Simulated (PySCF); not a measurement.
SnOF2, SMILES [F][Sn]([F])=[O].

Geometry: B3LYP-D3(BJ)/def2-SVP. The def2 effective core potentials stand for the cores of Sn; spin–orbit coupling is left out.

Method: PBE/def2-TZVPD run with PySCF.

Gas-phase values at a fixed geometry.

Problem. Estimate the frontier levels, gap, dipole moment and polarisability. (The exact figures need the calculation; the answer reports its results.)

Solution. 
The highest occupied level comes out as -7.46 eV. The lowest empty level comes out as -5.11 eV. The orbital gap comes out as 2.36 eV, the dipole moment is 0.72 D and the quadrupole, principal values (traceless, Buckingham form, about the centre of nuclear charge) is -10.21, -0.90, 11.11 D·Å. The mean static polarisability comes out as 43.4 bohr³ (6.43 Å³) and the polarisability, principal values is 33.3, 42.3, 54.6 bohr³.
